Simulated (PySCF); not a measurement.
# Relaxation of doublet HIrN

These are results of UPBE0/[Ir def2-TZVP with ECP60, N def2-TZVP, H def2-TZVP], scalar-relativistic core potentials, density fitting, no spin–orbit coupling, PySCF, not measurements. A (50,194) grid was used.

A hand-made linear start, of C∞v symmetry, held to at least that symmetry:

Coordinates in bohr (charge 0 multiplicity 2):
```
Ir    0.0000    0.0000    0.2086
N     0.0000    0.0000   -3.0985
H     0.0000    0.0000    3.1187
```

Optimiser trace:
```
step  E − E(last) (kJ/mol)  largest gradient (Eh/bohr)
   0                 88.74                     0.17955
   1                 12.58                     0.03955
   2                  1.50                     0.01677
   3                  0.12                     0.00643
   4                  0.00                     0.00144
   5                  0.00                     0.00003
```

It ends at C∞v with Ir–H 1.818 Å, Ir–N 1.615 Å; H–Ir–N 180.0°. A frequency run shows 2 imaginary modes (one degenerate set), down to 734i cm⁻¹, so it is a higher-order saddle point.

Final geometry:
Z-matrix (Å, degrees; charge 0 multiplicity 2):
```
Ir
N  1 1.6145
H  1 1.8185 2 180.00
```

Open d and f shells are described by one determinant, and the ground state may have another occupation or spin. Spin–orbit coupling, left out here, can matter for elements this heavy.

The relaxation took about 24 core-seconds on a shared host.
